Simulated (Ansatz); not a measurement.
FGeH₆NSi₂ (`[F][Ge][N]([SiH3])[SiH3]`). Charge 0, multiplicity 1. Correlated methods include outer-core shells of Ge, which these sets cover unevenly. Scalar relativity is left out up to krypton.

```xyz
11

F    -1.614   -0.898   -2.245
Ge   -0.328    0.322   -2.234
N     0.021    0.143   -0.435
Si    1.262    1.118    0.297
Si   -0.881   -0.996    0.550
H     1.836    1.973   -0.779
H     0.707    1.987    1.367
H     2.339    0.277    0.880
H    -2.325   -0.664    0.583
H    -0.332   -0.872    1.930
H    -0.686   -2.391    0.087
```

Problem. Give the diagnostics of a CCSD(T)/def2-TZVPP run (frozen core, Ansatz 0.2.0). (An estimate is asked.)

Solution. Computed: T1 = 0.0142, largest single amplitude 0.034, largest double 0.072, (T) share of the correlation energy 3.6 %, 10 CCSD cycles. The RHF solution is stable towards an unrestricted one. T1 lies under the customary mark of 0.02 for closed shells.
